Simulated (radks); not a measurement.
Values are calculated unless marked as measured or tabulated.
Ni3+, 25 electrons, occupied as [Ne] 3s2 3p4 3d7 4f2 (not the ground configuration). Level of theory: Dirac Kohn-Sham, PW91, spin-unpolarised, spherical densities, point nucleus; open shells fill j = l - 1/2 first (a radial shooting solver on a logarithmic mesh with Libxc functionals).

Unscreened Slater integrals over Kohn-Sham orbitals (cm^-1). Large and small components are both included. Empty in this configuration: 4f7/2.

F0(4f5/2,4f5/2): 53037
F2(4f5/2,4f5/2): 28633
F4(4f5/2,4f5/2): 18867
F0(4f5/2,3d5/2): 67485
F2(4f5/2,3d5/2): 7595.6
F4(4f5/2,3d5/2): 2461.0
G1(4f5/2,3d5/2): 2875.5
G3(4f5/2,3d5/2): 1638.7
G5(4f5/2,3d5/2): 1119.8
F0(4f5/2,3d3/2): 67487
F2(4f5/2,3d3/2): 7551.5
G1(4f5/2,3d3/2): 2846.3
G3(4f5/2,3d3/2): 1621.9
F0(4f5/2,3p3/2): 67563
F2(4f5/2,3p3/2): 6696.2
G2(4f5/2,3p3/2): 1324.6
G4(4f5/2,3p3/2): 854.22
F0(4f5/2,4f7/2): 53035
F2(4f5/2,4f7/2): 28632
F4(4f5/2,4f7/2): 18867
G2(4f5/2,4f7/2): 28630
G4(4f5/2,4f7/2): 18865
G6(4f5/2,4f7/2): 13872
F0(3d5/2,3d5/2): 252190
F2(3d5/2,3d5/2): 121020
F4(3d5/2,3d5/2): 76195
F0(3d5/2,3d3/2): 252640
F2(3d5/2,3d3/2): 121210
G2(3d5/2,3d3/2): 121070
G4(3d5/2,3d3/2): 76225
F0(3d5/2,3p3/2): 257650
F2(3d5/2,3p3/2): 124550
G1(3d5/2,3p3/2): 151990
G3(3d5/2,3p3/2): 93942
F0(3d5/2,4f7/2): 67476
F2(3d5/2,4f7/2): 7592.1
F4(3d5/2,4f7/2): 2459.2
G1(3d5/2,4f7/2): 2874.4
G3(3d5/2,4f7/2): 1638.2
G5(3d5/2,4f7/2): 1119.4
F0(3d3/2,3d3/2): 253100
F2(3d3/2,3d3/2): 121390
F0(3d3/2,3p3/2): 258110
F2(3d3/2,3p3/2): 124700
G1(3d3/2,3p3/2): 152040
G3(3d3/2,3p3/2): 93982
F0(3d3/2,4f7/2): 67478
F2(3d3/2,4f7/2): 7548.0
G3(3d3/2,4f7/2): 1620.2
G5(3d3/2,4f7/2): 1107.1
F0(3p3/2,3p3/2): 265520
F2(3p3/2,3p3/2): 133610
F0(3p3/2,4f7/2): 67554
F2(3p3/2,4f7/2): 6692.8
G2(3p3/2,4f7/2): 1323.8
G4(3p3/2,4f7/2): 853.73
F0(4f7/2,4f7/2): 53032
F2(4f7/2,4f7/2): 28632
F4(4f7/2,4f7/2): 18866
F6(4f7/2,4f7/2): 13873
